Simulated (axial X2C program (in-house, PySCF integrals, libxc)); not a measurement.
# HgI: from the spin-free to the two-component result in a model world with the speed of light multiplied by 0.8

All values were computed with an axial X2C code built on PySCF integrals. Spin-free means the one-electron spin-free X2C Hamiltonian; two-component (2c) means X2C with spin–orbit coupling and atomic mean-field two-electron Coulomb and Gaunt terms, so the difference of the two also holds small scalar two-electron terms; the speed of light was multiplied by 0.8, so these are model numbers, not those of the real molecule. Basis: Hg dyall-v2z [11s13p9d5f], I dyall-v2z [9s10p7d] (cores contracted in-house); Gaussian nuclei, density fitting, unrestricted open shells. Masses: Hg 201.971 u, I 126.904 u.

Spin-free state: M_S = 1/2, Λ = 0 (beyond evenly filled blocks: σα); fragments Hg + I.

```json
{"level": "PW91", "Re (Å)": "2.785", "ωe (cm⁻¹)": "109.2", "De (eV)": "0.460", "μ (D)": "-1.06"}
{"level": "PBEsol", "Re (Å)": "2.716", "ωe (cm⁻¹)": "125.9", "De (eV)": "0.601", "μ (D)": "-1.06"}
```

Dipoles are positive if I is the positive end.

Two-component determinant lowest at the distance of the search:

Ω = 1/2 (⟨Sz⟩ = 0.36, ⟨Lz⟩ = 0.14 at PW91); fragments Hg + I.

```json
{"level": "PW91", "Re (Å)": "2.855", "ωe (cm⁻¹)": "84.4", "De (eV)": "0.231", "μ (D)": "-0.63"}
{"level": "PBEsol", "Re (Å)": "2.757", "ωe (cm⁻¹)": "104.8", "De (eV)": "0.358", "μ (D)": "-0.66"}
```

**Question.** From the two tables, how do the constants change at the PW91 level (2c against spin-free)?

**Answer.** At the PW91 level Re increases by 0.070 Å and ωe decreases by 24.8 cm⁻¹; De changes by -0.229 eV.

The state is a single determinant with fixed occupations, the lowest that a limited PBE0 search found. Dissociation energies refer to the lowest single-determinant-based atoms at the same level and basis. Density functionals use the spin component along the axis (collinear). The functionals have no current-density term, which raises determinants with orbital currents, atoms included. The bond is weak and the correlated curve of this state has no minimum in the scanned range, so this well may be an artefact of the functional.
